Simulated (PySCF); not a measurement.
**EPR parameters of C7H7**

C7H7 (doublet state).
Structure used (GFN2-xTB), in Å, numbered top down from 1:
```
atom  x, y, z in Å
C1     0.698    2.592    0.345
C2     0.606    1.456   -0.020
C3     0.428    0.052   -0.394
C4     1.656   -0.681   -0.104
C5     2.646   -1.296    0.169
C6    -0.717   -0.502    0.386
C7    -2.048   -0.667   -0.227
H8     0.794    3.594    0.642
H9     0.223   -0.003   -1.472
H10    3.517   -1.836    0.391
H11   -0.591   -0.609    1.449
H12   -1.976   -1.148   -1.206
H13   -2.701   -1.258    0.411
H14   -2.535    0.304   -0.392
```

The hyperfine couplings belong to this conformer and change with its torsions.

Identity: `C#CC(C#C)[CH]C` [radical].

Computed, not measured: UKS B3LYP, pcH-1 on C H, non-relativistic, mean-field spin-orbit, GIAO in PySCF 2.14.0. Geometry: GFN2-xTB, one conformer, isolated molecule. The geometry wasn't refined by DFT: couplings that depend on bond lengths, twists or pyramidal angles can differ widely from those at the functional's own minimum. The SCF solution wasn't tested for stability.

| Quantity | Value |
| --- | --- |
| g1, g2, g3 | 2.00217, 2.00262, 2.00286 |
| g_iso | 2.00255 |
| Form of g | rhombic: the two nearest values differ by 36 % of g3 − g1 |
| ⟨S²⟩ | 0.7541 (exact 0.7500) |
| α and β electrons | 25, 24 |
| HOMO–LUMO gap, α and β orbitals | 6.10, 5.82 eV |
| Basis functions | 245 |

Isotropic coupling and dipolar principal values T1 to T3, in MHz:

| atom | isotope | a_iso | T1 | T2 | T3 | Mulliken spin population |
| --- | --- | --- | --- | --- | --- | --- |
| C1 | 13C | 8.1 | -4.7 | -2.9 | 7.6 | 0.05 |
| C2 | 13C | 77.4 | -5.3 | -2.4 | 7.7 | 0.01 |
| C3 | 13C | -26.8 | -2.1 | -0.1 | 2.1 | -0.06 |
| C4 | 13C | 44.0 | -2.7 | -1.8 | 4.6 | 0.01 |
| C5 | 13C | 3.3 | -2.3 | -0.3 | 2.6 | 0.01 |
| C6 | 13C | 103.2 | -82.8 | -82.0 | 164.9 | 1.02 |
| C7 | 13C | -34.1 | -2.4 | 0.2 | 2.2 | -0.09 |
| H8 | 1H | -2.8 | -2.7 | -0.7 | 3.4 | 0.00 |
| H9 | 1H | 7.5 | -5.4 | -4.0 | 9.3 | 0.00 |
| H10 | 1H | -0.7 | -1.5 | -0.7 | 2.3 | 0.00 |
| H11 | 1H | -63.0 | -38.9 | -1.1 | 40.0 | -0.04 |
| H12 | 1H | 69.2 | -4.8 | -4.5 | 9.3 | 0.03 |
| H13 | 1H | 16.3 | -5.0 | -4.1 | 9.1 | 0.01 |
| H14 | 1H | 155.1 | -5.4 | -3.2 | 8.6 | 0.07 |

The Mulliken spin populations are largest on C6 (+1.02), C7 (-0.09), H14 (+0.07) and C3 (-0.06). C6 is the only atom above +0.15. The positive populations add up to 1.20 and the negative ones to -0.20, together 2S = 1. The angles at C6 add up to 359.1°, so it is planar; its axial dipolar tensor and the negative coupling of its proton fit spin in a p orbital normal to that plane.

Axes: g2 points within 1° of the C6–C7 bond.

Under fast tumbling the dipolar parts average out, and these isotropic splittings remain: 3 × 1H (H12/H13/H14, I = 1/2, 4 lines) with 2.86 mT, 1 × 1H (H11, I = 1/2, 2 lines) with 2.25 mT, 1 × 1H (H9, I = 1/2, 2 lines) with 0.27 mT and 2 × 1H (H8/H10, I = 1/2, 3 lines) with 0.06 mT.

Nuclei that the bonding pattern makes equivalent are averaged, as if the motion that swaps them (rotation, inversion, ring flip) were fast. The three 1H nuclei of mean +80.2 MHz run from 16.3 to 155.1 MHz in the frozen geometry.

The 13C coupling of C6 (103.2 MHz) shows only in satellite lines or after enrichment, since that isotope makes up about 1.07 % of natural carbon.

β density exceeds α density at some nuclei, such as C7 (-0.0303), C3 (-0.0238) and H11 (-0.0141), spin density in bohr⁻³. In a single determinant that takes different orbitals for the two spins, that is spin polarisation.

Time: 40 s wall (grids of density and orbitals included); peak memory 0.88 GiB. Hardware: an Arm Neoverse V2 with one thread (shared host).
